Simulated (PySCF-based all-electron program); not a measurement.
**As2H4, singlet: how the functional moves the forces**

Calculated with an in-house all-electron program built on PySCF, in large uncontracted Gaussian sets near the basis limit; the spin-free Dirac equation, no spin–orbit coupling, spin-restricted. Forces are good to about 0.020 eV/Å. Atoms are numbered as listed.

```xyz
6

As    0.0000    0.0000    0.0000
As    0.0000    0.0000    2.4876
H     1.5363    0.0164   -0.0380
H    -0.0410    1.5280   -0.1412
H    -0.0383    1.5281    2.6288
H    -1.5350   -0.0633    2.5255
```

PBE forces:

| atom | Fx | Fy | Fz (eV/Å) |
| --- | --- | --- | --- |
| As1 | 0.050 | 0.043 | -0.009 |
| As2 | -0.052 | 0.041 | 0.009 |
| H3 | -0.030 | 0.002 | -0.010 |
| H4 | -0.005 | -0.045 | -0.009 |
| H5 | 0.008 | -0.045 | 0.009 |
| H6 | 0.029 | 0.004 | 0.010 |

**Question.** What forces does r2SCAN give?

**Answer.** The forces move by 0.342 eV/Å (r.m.s. over the atoms) from PBE.

```csv
atom,Fx,Fy,Fz (eV/Å)
As1,0.337,0.324,0.195
As2,-0.353,0.307,-0.195
H3,-0.301,-0.009,-0.011
H4,-0.010,-0.315,0.020
H5,0.027,-0.315,-0.020
H6,0.301,0.007,0.011
```
